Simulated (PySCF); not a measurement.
# Electric field gradients and quadrupole coupling constants

Species: C6H5NO2.
Geometry (GFN2-xTB, Å), atoms numbered from 1 in this order:
```
atom  x, y, z in Å
N1    -2.0715    2.0087    1.7651
C2    -1.6756    1.1729    1.0857
C3    -1.1636    0.1661    0.2627
C4    -1.5958   -1.0210   -0.1909
C5    -0.3298   -1.3374   -0.9290
C6     0.1623    0.0637   -0.4739
O7     1.3173    0.0521    0.3500
C8     2.3020    0.8860    0.0479
O9     2.3376    1.6513   -0.8667
H10   -2.5192   -1.5592   -0.0895
H11    0.2497   -2.1504   -0.4955
H12   -0.4152   -1.4821   -2.0048
H13    0.2956    0.7944   -1.2781
H14    3.1056    0.7546    0.7899
```

Field gradients from the PBE0/pcSseg-1 density (PySCF, non-relativistic), principal values in atomic units, ordered |Vxx| ≤ |Vyy| ≤ |Vzz|:

| atom | Vxx | Vyy | Vzz |
| --- | --- | --- | --- |
| N1 | 0.4750 | 0.5195 | -0.9945 |
| O7 | -0.5828 | -1.0763 | 1.6591 |
| O9 | 0.5691 | 1.0141 | -1.5833 |

**Question.** Find the asymmetry η = (Vxx − Vyy)/Vzz and the couplings χ = eQV/h (234.96 MHz × Q in barn × V in au), with Q(14N) = 0.02044 b, Q(17O) = −0.0256 b.

**Answer.** 
```csv
atom,environment,nucleus,η,χzz (MHz),χxx (MHz),χyy (MHz)
N1,nitrile nitrogen,14N,0.04,-4.776,2.281,2.495
O7,ester single-bonded oxygen,17O,0.30,-9.98,3.51,6.47
O9,ester carbonyl oxygen,17O,0.28,9.52,-3.42,-6.10
```

The gradient is axial or nearly so (η below 0.05) at N1. 

**Question.** What is Vzz at N1 in SI units (1 au = 9.71736 × 10²¹ V/m²)?

**Answer.** -0.9945 au = -9.664 × 10²¹ V/m².

**Question.** What couplings would deuterons (Q(2H) = 0.00286 b) have in place of the hydrogens, at this geometry?

**Answer.** 
```
atom  bonded to  bond length (Å)  Vzz (au)     η  χzz (kHz)
 H10         C4            1.074    0.3385  0.02        227
 H11         C5            1.088    0.3089  0.00        208
 H12         C5            1.089    0.3094  0.01        208
 H13         C6            1.095    0.2783  0.07        187
 H14         C8            1.102    0.2767  0.03        186
```

One conformer (not necessarily the lowest) at the GFN2-xTB geometry, without solvent, vibrations or thermal averaging. GFN2-xTB bond lengths can be off by several hundredths of an ångström, more for odd bonds, and the gradients follow them. The small basis limits the accuracy of the gradients.
